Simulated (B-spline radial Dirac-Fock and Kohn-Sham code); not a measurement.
# 3p1/2 photoionisation of K⁶⁺ near threshold

System: potassium as K⁶⁺ in the configuration 1s2 2s2 2p6 3s2 3p1. The computed 3p1/2 threshold is 117.0 eV; without correlation, outer thresholds are uncertain by 1 to 2 eV. With an open shell the threshold is an average over the terms of the final ion.

Input file task.json (cfg lists n, l and occupation; rrms is the nuclear radius in fm):

```json
{"items": [{
  "Z": 19,
  "q": 6,
  "cfg": [[1, 0, 2], [2, 0, 2], [2, 1, 6], [3, 0, 2], [3, 1, 1]],
  "A": 39,
  "rrms": 3.4349,
  "do": ["binding", "quiet", "photo", "scan"],
  "hv": [41.0, 70.6, 294.0, 319.0, 321.0, 367.0, 547.0, 560.0, 572.0, 619.0, 1080.0, 1490.0, 1670.0, 5090.0, 5130.0, 6980.0, 7180.0, 7820.0, 13300.0, 26500.0, 31100.0, 42000.0, 65700.0, 91100.0]
}]}
```

Command: `python xray_run.py task.json out`

Level of theory: a relativistic central-field model (Hartree-Slater potential of the initial state, Latter tail, multipole expansion of the photon field, Dirac-Fock thresholds); a radial atomic solver. Interchannel coupling and autoionising resonances are not included, so magnitudes near threshold are approximate.

```
kinetic energy (eV)  σ (Mb)     β
                1.5   0.105  1.03
                2.3   0.104  1.07
                3.7   0.103  1.11
                5.7   0.101  1.16
                9.0  0.0975  1.22
               14.0  0.0928  1.28
               21.9  0.0860  1.36
               34.2  0.0764  1.44
               53.5  0.0638  1.52
               83.7  0.0489  1.59
              130.9  0.0333  1.63
              204.6  0.0196  1.64
              319.9  0.0100  1.61
```

The cross section shows no minimum in this range. It is largest at the lowest energy, 0.105 Mb. β ranges from 1.03 (at 1.5 eV) to 1.64.

Run: 1.4 s of CPU time on 1 thread of Neoverse-V1 (shared host), peak memory 0.36 GiB.
